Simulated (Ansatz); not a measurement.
Basis-set extrapolation for C2H4FNSi, SMILES `C[SiH]1N=C1F` (PBE0-D4/def2-TZVP geometry, frozen core, Ansatz 0.2.0). Multiplicity 1, RHF reference.

|  | def2-TZVPP | def2-QZVPP |
| --- | --- | --- |
| HF | -520.948293 | -520.967916 |
| MP2 correlation | -0.884966 | -0.952195 |
| CCSD(T) correlation | -0.949836 | not run |

Energies in hartree. Use E(X) = E(∞) + A·exp(−7.88·√X) for Hartree–Fock and E(X) = E(∞) + B·X^(−2.97) for correlation, with X = 3 and 4, and add CCSD(T) minus MP2 of the smaller set to the MP2 limit.

**Question.** What is the CCSD(T) energy at the basis-set limit?

**Answer.** HF limit: -520.967916 + (-0.019623) × 0.13774 = -520.97062. MP2 limit: -0.952195 + (-0.067229) × 0.74074 = -1.00199. Higher-order term: -0.949836 − (-0.884966) = -0.06487. Total: -522.03748 hartree, 87.4 kcal/mol below CCSD(T)/def2-TZVPP.
